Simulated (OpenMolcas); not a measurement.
A run on Nb3+ among 4 point charges of -1 e arranged as a tetrahedron (Td), 1.97 Å from the ion.

| Quantity | Value |
| --- | --- |
| Program | OpenMolcas 26.06 |
| Method | CASSCF |
| Basis | ANO-RCC-VDZP [6s5p3d1f] |
| Scalar Hamiltonian | DKH2, point nucleus |
| Active space | 2 electrons in 5 orbitals (4d) |
| State averaging | 2S+1 = 3 even, 10 roots; 2S+1 = 1 even, 15 roots |
| Spin-orbit coupling | RASSI with atomic mean-field integrals over the reference wave functions |

43 basis functions. Blocks (2S+1, parity, CSFs, roots kept): 3, even, 10, 10; 1, even, 15, 15.

Q: How long do the RASSCF and RASSI steps take on 1 thread of AMD EPYC 9R14 (Zen 4), on a shared host?

A: About 6.1 s of wall time, without the integral step.
